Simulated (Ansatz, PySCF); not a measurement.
Molecule: CH₃O₂ (charge 0, doublet). It need not be the lowest isomer of its formula. SMILES: O[CH]O
Coordinates optimised at B3LYP-D3(BJ)/def2-TZVP (Ansatz, a quantum-chemistry and plane-wave program):
```
C
O 1 1.3573
H 2 0.9666 1 108.35
O 1 1.3812 2 112.00 3 38.44
H 4 0.9637 1 108.81 2 -167.29
H 1 1.0900 2 111.75 3 172.03
```
Charge 0, spin multiplicity 2.

Wanted: atomisation energy (electronic, to ground-state atoms), in kcal/mol. Correlated levels leave the core frozen unless marked. UHF or UKS for open shells. No spin-orbit coupling. Non-relativistic. The coupled-cluster limit lacks core correlation, which all-electron functionals hold. CBS marks a two-point X^-3 extrapolation of the correlation energy; Hartree-Fock from the larger set. The bracket is a focal-point correction in the basis named.

```csv
level,program,atomisation energy (kcal/mol)
HF/cc-pVDZ,Ansatz,331.7
HF/def2-TZVPD,PySCF,342.1
```

Task: Estimate the value at RI-MP2/CBS(cc-pVTZ,cc-pVQZ)+[CCSD(T)-MP2]/cc-pVTZ as computed with Ansatz.

Result: 517.2 kcal/mol, so HF/def2-TZVPD differs from it by -175.1 kcal/mol.
